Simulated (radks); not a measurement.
The numbers below are computed, except where a source is named.
The mean radii <r> (bohr) of the occupied orbitals of an atom or ion are listed with their occupations. Code: a radial shooting solver on a logarithmic mesh with Libxc functionals. Model: scalar-relativistic Kohn-Sham, PBE, spin-polarised, spherical densities, finite nucleus; Fermi nuclear charge, rms radius of each element as measured or else 0.836 A^(1/3) + 0.57 fm.

| orbital | occ. | <r> |
|---|---|---|
| 1s up | 1 | 0.02112 |
| 1s down | 1 | 0.02112 |
| 2s up | 1 | 0.08978 |
| 2s down | 1 | 0.08978 |
| 2p up | 3 | 0.07945 |
| 2p down | 3 | 0.07945 |
| 3s up | 1 | 0.2346 |
| 3s down | 1 | 0.2345 |
| 3p up | 3 | 0.2335 |
| 3p down | 3 | 0.2333 |
| 3d up | 5 | 0.2122 |
| 3d down | 5 | 0.2120 |
| 4s up | 1 | 0.5300 |
| 4s down | 1 | 0.5300 |
| 4p up | 3 | 0.5617 |
| 4p down | 3 | 0.5618 |
| 4d up | 5 | 0.6097 |
| 4d down | 5 | 0.6104 |
| 5s up | 1 | 1.295 |
| 5s down | 1 | 1.307 |
| 5p up | 3 | 1.526 |
| 5p down | 3 | 1.546 |
| 4f up | 7 | 0.8531 |
| 4f down | 3 | 0.8913 |

Name the element and its charge. Open shells, if any, are filled with parallel spins first.

Answer. Z = 66, dysprosium, charge +2: Dy2+ in [Xe] 4f10. The 1s radius gives Z: for a bare nucleus <r> = (2 gamma + 1)/(2Z) with gamma = sqrt(1 - (Z/c)^2), 0.02085 bohr for Z = 66, and screening makes it slightly larger (0.02112 here). The occupations add up to 64, and the charge is Z minus that.
